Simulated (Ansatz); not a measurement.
`C/N=C\B1C[SiH2]1`. Charge 0, multiplicity 1. All single points use the PBE0-D4/def2-TZVP geometry. It is one conformer, not always the lowest.

```xyz
14

C     1.000    1.315   -1.792
N     1.905    0.642   -0.896
C     1.388   -0.080    0.010
B    -0.116   -0.328    0.299
C    -0.904   -1.574    0.594
Si   -1.413    0.001    1.678
H     1.277    2.370   -1.863
H    -0.060    1.244   -1.495
H     1.104    0.891   -2.796
H     2.100   -0.597    0.669
H    -0.443   -2.548    0.747
H    -1.941   -1.677    0.265
H    -1.024    0.200    3.097
H    -2.873    0.142    1.484
```

What is the dipole moment at PBE/def2-TZVPP? (Best estimate.)

The calculation gave: 2.34 D, with components (-2.16, -0.76, 0.50) D in this frame, pointing from negative to positive charge.

And with r2SCAN, B3LYP, ωB97M-V? (Estimate.)

The calculation gave: r2SCAN 2.39 D, B3LYP 2.42 D, ωB97M-V 2.43 D.

Give the Mulliken charges with PBE, r2SCAN, B3LYP in def2-TZVPP. (Estimate.)

Computed: 
| atom | PBE | r2SCAN | B3LYP |
| --- | --- | --- | --- |
| C1 | -0.11 | 0.04 | -0.11 |
| N2 | -0.16 | -0.27 | -0.20 |
| C3 | -0.06 | 0.01 | -0.06 |
| B4 | 0.09 | 0.10 | 0.14 |
| C5 | -0.27 | -0.31 | -0.33 |
| Si6 | 0.02 | 0.13 | 0.07 |
| H7 | 0.09 | 0.05 | 0.10 |
| H8 | 0.03 | 0.00 | 0.03 |
| H9 | 0.10 | 0.06 | 0.10 |
| H10 | 0.09 | 0.06 | 0.10 |
| H11 | 0.10 | 0.09 | 0.11 |
| H12 | 0.15 | 0.15 | 0.16 |
| H13 | -0.05 | -0.06 | -0.06 |
| H14 | -0.03 | -0.05 | -0.04 |

B3LYP here is the variant with VWN-RPA as its local correlation; programs differ in this.
